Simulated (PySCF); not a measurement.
Levels of Ni(17+) from EOM-EA-GCCSD

Reference: closed-shell Ni(18+), [Ne]; one electron is added. Calculated with PySCF 2.14, two-component X2C-1e with screened spin-orbit coupling, an uncontracted even-tempered set (18 s from 0.94 bohr⁻², ratio 2.6; 12 p from 1.2 bohr⁻², ratio 2.6; 6 d from 1.3 bohr⁻², ratio 2.8; 3 f from 38 bohr⁻², ratio 2.8); frozen 1s2; the 50 highest virtual spinors dropped; of the others 44 kept and the rest restored at second order. No Breit or QED terms. Binding energies in eV.

```csv
level,Koopmans,second order,EOM-CCSD
3s1/2,606.26,606.90,606.90
3p1/2,567.59,568.30,568.30
3p3/2,563.70,564.40,564.40
3d3/2,511.03,511.52,511.52
3d5/2,510.45,510.93,510.93
```

Electric-dipole lines between these computed levels:

```tsv
lower	upper	ΔE (eV)	vacuum wavelength (nm)
3s1/2	3p1/2	38.599	32.12
3s1/2	3p3/2	42.498	29.17
3p1/2	3d3/2	56.783	21.83
3p3/2	3d3/2	52.884	23.44
3p3/2	3d5/2	53.474	23.19
```

For comparison, the ionisation energy of Ni(17+) is 607.02 eV (semi-empirical (NIST evaluation); NIST Atomic Spectra Database, ionization energies).

Only part of the computed levels is shown.
